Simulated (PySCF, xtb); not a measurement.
Si(Cl)(F)2(NHMe) (CH₄ClF₂NSi), SMILES CN[Si](F)(F)Cl. One conformer was computed; it need not be the lowest.

Harmonic wavenumbers (cm⁻¹) from xtb with GFN2-xTB at its own minimum, in rising order: 58, 118, 128, 145, 208, 238, 253, 362, 431, 525, 791, 866, 889, 1073, 1110, 1178, 1369, 1423, 1481, 1493, 2948, 2989, 3042, 3451.

What does ωB97X-D3(BJ)/def2-SVP run with PySCF give at its own minimum? (Estimate from the structure and the level; the computed values follow.)

62, 110, 156, 204, 265, 311, 326, 407, 413, 567, 816, 938, 972, 1109, 1152, 1187, 1424, 1469, 1482, 1512, 3053, 3133, 3173, 3653. Paired by order, the mean absolute difference is 57 cm⁻¹ and the zero-point energies are 38.0 and 39.9 kcal/mol.
